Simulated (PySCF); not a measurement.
**GeCl and its ions**

TPSS; PySCF, no relativity, basis sets Ge def2-TZVPPD, Cl def2-TZVPPD. Neutral (UKS): doublet (π ↑), Re = 2.191 Å, ωe = 392 cm⁻¹, De = 4.23 eV, HOMO -4.28 eV, LUMO -3.92 eV.

GeCl⁺ (UKS): singlet (closed shell), Re = 2.077 Å, ωe = 491 cm⁻¹, De = 4.83 eV to Ge⁺ + Cl. The energies at the minima are -2537.20981 hartree for GeCl and -2536.94117 for GeCl⁺.

**Question.** Work out the adiabatic ionisation energy, without and with harmonic zero-point energies (1 hartree = 27.2114 eV, 1 eV = 8065.5 cm⁻¹), and the change of the bond length.

**Answer.** At TPSS: 0.26864 hartree = 7.310 eV between the minima; the zero-point term (491.0 − 392.0)/2 cm⁻¹ = +0.006 eV makes it 7.316 eV. Re changes by -11.4 pm against the neutral. The electron leaves a π orbital, and the shorter bond of the ion fits an antibonding orbital, or a change in how ionic the bond is.

For an ion De counts to the pair picked by the measured ionisation energies or electron affinities, which need not be the lowest pair at this level. States were picked by a PBE0 search and need not be the measured ground states.
